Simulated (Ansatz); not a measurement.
Single points on Sr₃Te₃.

```yaml
crystal:
  periodic: [false, false, false]
  atoms:
    - {symbol: Sr, position_ang: [1.449525, 2.277766, 0.192783]}
    - {symbol: Sr, position_ang: [1.254013, -2.385742, -0.294441]}
    - {symbol: Sr, position_ang: [-2.701485, 0.105797, 0.098952]}
    - {symbol: Te, position_ang: [3.282100, -0.129420, -0.106714]}
    - {symbol: Te, position_ang: [-1.522667, 2.896583, 0.355089]}
    - {symbol: Te, position_ang: [-1.761477, -2.764995, -0.245659]}
basis:
  gaussian: {orbitals: def2-SVP, initial_orbitals: start.molden}
hamiltonian: {xc: pbe0, dispersion: d4}
scf: {omitted_lower_state_checks: [starts]}
output: {orbitals: {seedname: orbitals}}
```

The file start.molden holds the orbitals of an earlier run on this structure, at another level or in another basis.

```sh
$ ansatz run in.yaml --threads 4 --pin off --events-out ev --progress --plain --max-ram 4787MiB
```

It prints (some lines left out):

```
Functional definition: PBE0
1677 factors; integrals over basis functions are off by at most 1.6e-4 eV
mean field evaluation 1: about -24394.8870 eV, gradient 3.4e1 eV
mean field evaluation 2: about -24395.0256 eV, gradient 2.3e-1 eV
mean field evaluation 4: about -24395.3520 eV, gradient 5.6e-3 eV
mean field evaluation 8: about -24395.3520 eV, gradient 1.1e-5 eV
mean field -24395.35203223 eV, -896.5126514208 hartree, gradient 1.3e-5 eV, S^2 0.000000; 0 other end points of the search recorded, 0 dependent functions left out
reference -24395.35207279 eV, -896.5126529116 hartree; 51, 51 occupied and 96, 96 virtual orbitals, 1677 factors
Total energy: -24395.60033054 eV, -896.5217762154 hartree
Checks for a lower state left out: starts
```

Run time 6.5 s (4 threads of Arm Neoverse V1 on a shared host).

The first input with `gaussian: {orbitals: def2-TZVP, initial_orbitals: start.molden}`, `hamiltonian: {xc: {name: PBE-QIDH}}` and without the key `output` (abridged; 19 s):

```
Functional definition: PBE-QIDH
mean field -24360.61069418 eV, -895.2359307962 hartree, gradient 1.5e-6 eV, S^2 0.000000
12 core orbitals not correlated: weight in the atoms' cores, before any rotation towards them, 1.000 or more for the frozen orbitals, at most 0.000 for the correlated occupied ones
second order -56.05444091 eV of doubles, -0.00000000 eV of singles
Total energy: -24379.29552576 eV, -895.9225856916 hartree
Checks for a lower state left out: starts
```

First input, but with `hamiltonian: {xc: pbe, dispersion: d4}` (abridged; 2.9 s):

```
Functional definition: PBE
mean field -24393.97290525 eV, -896.4619694393 hartree, gradient 3.8e-5 eV, S^2 0.000000
Total energy: -24394.24664948 eV, -896.4720293543 hartree
Checks for a lower state left out: starts
```

The first input with `gaussian: {orbitals: def2-TZVP, initial_orbitals: start.molden}`, `hamiltonian: {xc: pbe}`, `correlation: {method: rpa}` and without the key `output` (abridged; 19 s):

```
Functional definition: PBE
mean field -24395.51989391 eV, -896.5188202238 hartree, gradient 7.4e-6 eV, S^2 0.000000
12 core orbitals not correlated: weight in the atoms' cores, before any rotation towards them, 1.000 or more for the frozen orbitals, at most 0.000 for the correlated occupied ones
Total energy: -24349.52368868 eV, -894.8284908589 hartree
Checks for a lower state left out: starts
```

As the first input, with `gaussian: {orbitals: def2-TZVP, initial_orbitals: start.molden}`, `correlation: {method: mp2}` and without the key `hamiltonian` (abridged; 11 s):

```
Functional definition: HF
mean field -24284.79713728 eV, -892.4498339683 hartree, gradient 7.1e-6 eV, S^2 0.000000
12 core orbitals not correlated: weight in the atoms' cores, before any rotation towards them, 1.000 or more for the frozen orbitals, at most 0.000 for the correlated occupied ones
second order -50.79008873 eV of doubles, -0.00000000 eV of singles
Total energy: -24335.58722601 eV, -894.3163353025 hartree
Checks for a lower state left out: starts
```

As the first input, with `gaussian: {orbitals: def2-TZVP, initial_orbitals: start.molden}`, `hamiltonian: {xc: {name: BHLYP}, dispersion: d4}` (abridged; 15 s):

```
Functional definition: BHLYP
mean field -24386.99578833 eV, -896.2055651217 hartree, gradient 2.0e-5 eV, S^2 0.000000
Total energy: -24387.62942279 eV, -896.2288507585 hartree
Checks for a lower state left out: starts
```

First input, but with `gaussian: {orbitals: def2-TZVP, initial_orbitals: start.molden}`, `hamiltonian: {xc: {name: B3LYP}, dispersion: d4}` (abridged; 11 s):

```
Functional definition: B3LYP
mean field -24404.28674607 eV, -896.8409960985 hartree, gradient 1.2e-5 eV, S^2 0.000000
Total energy: -24404.73919099 eV, -896.8576231425 hartree
Checks for a lower state left out: starts
```

Geometry: PBE-D4/def2-SVP.

In the def2 sets Sr, Te take a core potential; there is no spin–orbit coupling. B3LYP takes the VWN-RPA correlation. Correlated methods freeze 12 core orbitals; core or outer-core shells of Sr, Te are correlated, in sets that lack core-valence functions. The structure comes from a short search, and lower isomers may exist.
